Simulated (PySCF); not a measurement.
Species: isobutyl acetate, C6H12O2.
Atom-mapped SMILES: `[CH3:1][C:2](=[O:3])[O:4][CH2:5][CH:6]([CH3:7])[CH3:8]` (hydrogens: H9, H10, H11 on C1; H12, H13 on C5; H14 on C6; H15, H16, H17 on C7; H18, H19, H20 on C8)

Structure used (PBE0-D3(BJ)/def2-SVP), in Å, numbered top down from 1:
```
atom  x, y, z in Å
C1     3.2806   -0.0643    0.2891
C2     1.9229   -0.6798    0.1165
O3     1.5668   -1.7297    0.5827
O4     1.1358    0.1028   -0.6373
C5    -0.1987   -0.3455   -0.8550
C6    -1.1367    0.0696    0.2705
C7    -1.1595    1.5818    0.4506
C8    -2.5276   -0.4944    0.0096
H9     3.1868    0.8903    0.8276
H10    3.9267   -0.7474    0.8510
H11    3.7206    0.1597   -0.6930
H12   -0.1977   -1.4402   -0.9657
H13   -0.5079    0.1147   -1.8063
H14   -0.7460   -0.3937    1.1933
H15   -0.1455    1.9806    0.5999
H16   -1.7711    1.8687    1.3196
H17   -1.5870    2.0770   -0.4375
H18   -2.9496   -0.0927   -0.9270
H19   -2.5123   -1.5924   -0.0705
H20   -3.2188   -0.2276    0.8232
```

The calculation used TDDFT CAM-B3LYP/def2-SVPD, vertical, gas phase, core orbitals frozen in the response (PySCF).

Transition dipole moments from the ground state, in atomic units and in the frame of the coordinates above (overall signs are arbitrary), for the states with f of 0.002 or more among the lowest 9:

```csv
state,E (eV),μx,μy,μz
S2,7.817,0.295,0.040,0.041
S3,8.036,-0.605,0.466,-0.370
S4,8.383,0.028,-0.188,-0.192
S6,8.785,-0.063,0.085,0.077
S7,8.912,0.114,-0.008,0.105
S8,8.988,-0.049,0.055,-0.325
S9,9.133,0.184,-0.408,-0.058
```

(1) What oscillator strength does each state have?

(2) Which bond between heavy atoms lies closest to the direction of the S3 transition dipole?

(3) What angle do the transition dipoles of S4 and S9 make?

(4) What peak molar absorption coefficient would the strongest computed level give as a lone Gaussian band 0.3 eV wide at half height?

Answers

(1) f = (2/3) ΔE |μ|² with ΔE in hartree (27.2114 eV).

```tsv
state	|μ|² (au)	|μ| (D)	f
S2	0.090	0.76	0.017
S3	0.719	2.16	0.142
S4	0.073	0.69	0.015
S6	0.017	0.33	0.004
S7	0.024	0.39	0.005
S8	0.111	0.85	0.024
S9	0.204	1.15	0.046
```

(2) C2–O4, at 10° from it; next O4–C5 at 56°.

(3) |cos θ| = |μa·μb| / (|μa| |μb|) = 0.76, so θ ≈ 40° (taken between 0 and 90°, since the signs are arbitrary).

(4) ε(max) = 2.175×10⁸ f / FWHM, with the width in cm⁻¹. S3: 2.175×10⁸ × 0.1416 / 2420 ≈ 13000 L mol⁻¹ cm⁻¹.

The vertical ionisation energy (ΔSCF) is 10.36 eV, 1.23 eV above S9.

Time: 5.2 min. Hardware: one thread, x86-64 server, shared host.

One conformer stands for the species.
